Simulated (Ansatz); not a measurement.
Process, species as SMILES: Cl[Se]Cl [chloro selenohypochlorite] → Cl[Se]Cl as doublet, charge -1 (an electron is taken up)

Property: adiabatic electron affinity (0 K, with zero-point energies), in eV. Positive where the reaction releases energy. Conventions: non-relativistic; LANL2DZ with its own core potentials from Na on; 6-31G* and kin with 6d, 5d where marked; no spin-orbit coupling; UHF or UKS for open shells; no dispersion term unless named. Ab initio and DFT rows: single points at B3LYP-D3(BJ) geometries (Ansatz, a first-principles code), with unscaled harmonic terms from B3LYP/6-31G* (LANL2DZ past Ar) at its own minima. Anions need diffuse functions, which STO-3G, LANL2DZ, def2-SVP, cc-pVDZ and Pople sets without + lack. The spin state of an ion or metal species was assumed, not searched.

```json
[
 {"level": "PBE/STO-3G", "program": "Ansatz", "adiabatic electron affinity (0 K, with zero-point energies) (eV)": "-0.67"},
 {"level": "PBE/def2-SVP", "program": "Ansatz", "adiabatic electron affinity (0 K, with zero-point energies) (eV)": "2.11"},
 {"level": "PBE/6-31G* with LANL2DZ past Ar", "program": "Ansatz", "adiabatic electron affinity (0 K, with zero-point energies) (eV)": "3.01"},
 {"level": "BLYP/6-31G* with LANL2DZ past Ar", "program": "Ansatz", "adiabatic electron affinity (0 K, with zero-point energies) (eV)": "2.97"},
 {"level": "B3LYP/6-31G*", "program": "Ansatz", "adiabatic electron affinity (0 K, with zero-point energies) (eV)": "2.62"},
 {"level": "B3LYP/6-31G* with LANL2DZ past Ar", "program": "Ansatz", "adiabatic electron affinity (0 K, with zero-point energies) (eV)": "3.14"},
 {"level": "B3LYP/def2-TZVPD", "program": "Ansatz", "adiabatic electron affinity (0 K, with zero-point energies) (eV)": "2.61"}
]
```

No value to compare with is used here. The 6 habitual levels span -0.67 (PBE/STO-3G) to 3.14 eV (B3LYP/6-31G* with LANL2DZ past Ar); B3LYP/def2-TZVPD gives 2.61.

The levels are drawn from those run, B3LYP/6-31G* more often than the rest, none by its result; runs whose electronic state is in doubt are left out.
